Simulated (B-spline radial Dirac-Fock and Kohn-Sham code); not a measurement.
## Photoelectron lines of Si at 2240 eV

System: the Si atom in the configuration [Ne] 3s2 3p2.

Input file task.json (cfg lists n, l and occupation; rrms is the nuclear radius in fm):

```json
{"items": [{
  "Z": 14,
  "q": 0,
  "cfg": [[1, 0, 2], [2, 0, 2], [2, 1, 6], [3, 0, 2], [3, 1, 2]],
  "A": 28,
  "rrms": 3.1224,
  "do": ["binding", "quiet", "photo"],
  "hv": [25.8, 41.6, 43.4, 59.9, 92.0, 166.0, 447.0, 526.0, 1210.0, 1900.0, 2050.0, 2240.0, 2650.0, 2940.0, 8210.0, 8350.0, 9500.0, 25500.0, 32900.0, 45300.0, 64200.0, 83300.0, 100000.0, 113000.0]
}]}
```

Command: `python xray_run.py task.json out`

Calculated with a B-spline atomic structure program, using a relativistic central-field model (Hartree-Slater potential of the initial state, Latter tail, multipole expansion of the photon field, Dirac-Fock thresholds). The asymmetry parameter β is from the dipole term alone. Kinetic energies are from the vacuum level. Open shells are spread statistically over j, without multiplet splitting.

```
subshell  electrons  binding (eV)  kinetic (eV)  σ (kb)     β
      1s          2        1848.7         391.3       ?     ?
      2s          2         161.4        2078.6    5.03  2.00
   2p1/2          2         108.4        2131.6   0.971  0.84
   2p3/2          4         107.9        2132.1    1.90  0.83
      3s          2         14.01        2226.0   0.408  2.00
   3p1/2       0.67          7.12        2232.9  0.0157  0.81
   3p3/2       1.33          7.09        2232.9  0.0307  0.81
```

Q: What are σ and β for 1s?

A: σ = 91.3 kb, the largest of all subshells and 92 % of the total, and β = 2.00.

Run: 6.2 s of CPU time on 1 thread of Neoverse-N1 (shared host), peak memory 0.33 GiB.
